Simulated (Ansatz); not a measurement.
`[SiH3]/N=C\[SeH]` + `C=N` → `C=N/C=N/[SiH3]` + H₂Se  (substitution at a C–Se bond)

Program: Ansatz. Geometries: PBE0-D4/def2-TZVP. ΔE: electronic, gas phase. CCSD(T)/CBS is the MP2 limit (def2-TZVPP, def2-QZVPP) plus CCSD(T) − MP2 in def2-TZVPP, frozen cores. This one scheme is used for every species. Double bonds are as drawn, so ΔE can hold a change between cis and trans. Functionals use def2-TZVPP. For Se outer-core shells are correlated without core-valence functions, which leaves a few kJ/mol of doubt a bond. Scalar relativity is left out up to krypton. One conformer a species, not always the lowest.

CCSD(T)/CBS gives -2.3 kcal/mol.

Another level gave -6.9 kcal/mol. Which?
A. PBE0/def2-TZVPP
B. ωB97X-V/def2-TZVPP
C. HF/def2-TZVPP
D. r2SCAN/def2-TZVPP

C. HF/def2-TZVPP -6.9, r2SCAN -2.2, PBE0 -3.3, ωB97X-V -4.4 kcal/mol.

Largest T1 diagnostic among the species: 0.015.

In def2-TZVPP, CCSD(T) changes the Hartree–Fock value by +4.3 kcal/mol (the triples alone add +0.6 kcal/mol) and MP2 by +4.8 kcal/mol. From PBE to PBE0 (25 % exact exchange), in def2-TZVPP and without D4, ΔE moves by −1.6 kcal/mol.
